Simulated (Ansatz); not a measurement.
Reaction (ligand exchange at the As–N bond): `N[AsH2]` + CH₃SH → `CS[AsH2]` + NH₃

Computed with Ansatz on PBE0-D4/def2-TZVP structures; ΔE is electronic, products minus reactants. CCSD(T)/CBS adds triple-zeta CCSD(T) − MP2 to the extrapolated MP2 energy (def2 sets, frozen cores). This one scheme is used for every species. Functionals use def2-TZVPP. For As outer-core shells are correlated without core-valence functions, which leaves a few kJ/mol of doubt a bond. Scalar relativity is left out up to krypton.

Question: Is it downhill or uphill in electronic energy at CCSD(T)/CBS, and by how much? (Estimate.)

Answer: Ansatz gave: Downhill: ΔE = -61.7 kJ/mol.

Question: What do these levels give: PBE0-D4, BHLYP-D4, CAM-B3LYP-D4, ωB97X-V, revPBE, PBE0, LC-ωPBE, MP2/def2-TZVPP, SCS-MP2/def2-TZVPP, MP2/def2-QZVPP, SCS-MP2/def2-QZVPP, CCSD/CBS(def2)? (An estimate is asked.)

Answer: Ansatz gave: PBE0-D4 -64.6, BHLYP-D4 -60.0, CAM-B3LYP-D4 -54.8, ωB97X-V -54.6, revPBE -62.2, PBE0 -61.7, LC-ωPBE -53.0, MP2/def2-TZVPP -60.5, SCS-MP2/def2-TZVPP -55.1, MP2/def2-QZVPP -63.6, SCS-MP2/def2-QZVPP -57.8, CCSD/CBS(def2) -59.3 kJ/mol.

Largest T1 diagnostic among the species: 0.011.

Leaving LDA and LC-ωPBE aside and taking each functional with its dispersion term where it has one, the values, not all of them listed here, spread over 11.7 kJ/mol, from PBE-D4 to ωB97X-V. In def2-TZVPP, CCSD(T) changes the Hartree–Fock value by −8.4 kJ/mol (the triples alone add −2.5 kJ/mol) and MP2 by −12.9 kJ/mol. The D4 term adds −5.4 kJ/mol with B3LYP and −2.9 kJ/mol with PBE0; it sums over pairs of atoms, weighted by their polarisabilities, and B3LYP, whose exchange is more repulsive, gets the larger term.

B3LYP here is the variant with VWN-RPA as its local correlation; programs differ in this.
